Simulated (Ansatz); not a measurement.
Reaction (formal exchange of groups at a Ga–N bond): `[CH3][GaH][NH]CF` + `FCCF` → `[CH3][GaH][CH2]F` + `FCNCF`

Calculated with Ansatz (gas phase, PBE0-D4/def2-TZVP geometries, no zero-point term in ΔE). CBS: MP2 limit from def2 TZ/QZ plus the TZ coupled-cluster correction, frozen cores. DFT in def2-TZVPP. B3LYP here is the variant with VWN-RPA as its local correlation; programs differ in this. For Ga outer-core shells are correlated without core-valence functions, which leaves a few kJ/mol of doubt a bond. Scalar relativity is left out up to krypton. One conformer a species, not always the lowest.

(1) Is it downhill or uphill in electronic energy at CCSD(T)/CBS, and by how much? (Estimate.)

(2) What do these levels give: PBE-D4, PBE0-D4, B3LYP-D4, B3LYP, CCSD/def2-TZVPP, CCSD(T)/def2-TZVPP? (Estimate.)

Largest T1 diagnostic among the species: 0.013.

Results:

(1) Computed: Uphill: ΔE = +96.3 kJ/mol.

(2) The calculation gave: PBE-D4 82.4, PBE0-D4 86.1, B3LYP-D4 88.6, B3LYP 86.4, CCSD/def2-TZVPP 95.9, CCSD(T)/def2-TZVPP 95.8 kJ/mol.

From PBE to PBE0 (25 % exact exchange), in def2-TZVPP and without D4, ΔE moves by +3.8 kJ/mol.
